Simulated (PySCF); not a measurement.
# XPS shifts beside NMR shieldings

Compound: C₆H₁₂N₂.
SMILES with atom numbers: `[NH2:1][C@@H:2]1[C@H:3]2[CH2:4][CH2:5][C@@H:6]([NH2:7])[C@@H:8]12`

Binding energies: delta-SCF UKS SCAN, pcX-2 on the ionised atom, pcseg-1 elsewhere, spin-free X2C in PySCF. Shieldings: GIAO PBE0/pcSseg-1, non-relativistic, same geometry.

```tsv
atom	C 1s (eV)
C2	290.90
C3	290.20
C4	290.42
C5	290.24
C6	291.11
C8	289.90
```

Problem. What are the absolute isotropic shieldings of these atoms?

Solution. 
| atom | environment | C 1s (eV) | isotropic shielding (ppm) |
| --- | --- | --- | --- |
| C8 | sp3 carbon at a ring junction | 289.90 | 147.0 |
| C3 | sp3 carbon at a ring junction | 290.20 | 156.0 |
| C5 | ring CH2 carbon | 290.24 | 150.2 |
| C4 | ring CH2 carbon | 290.42 | 154.3 |
| C2 | sp3 carbon bound to nitrogen | 290.90 | 151.7 |
| C6 | sp3 carbon bound to nitrogen | 291.11 | 128.8 |

Problem. Among the listed atoms, is the one with the highest binding energy also the least shielded?

Solution. Yes: C6 has both (291.11 eV, 128.8 ppm).

Over these 6 sites the two quantities correlate at r = -0.58. By binding energy: C8 < C3 ≈ C5 < C4 < C2 < C6. By shielding: C6 < C8 < C5 < C2 < C4 < C3.

One conformer (not necessarily the lowest) at the PBE0-D3(BJ)/def2-SVP geometry, without solvent, vibrations or thermal averaging.
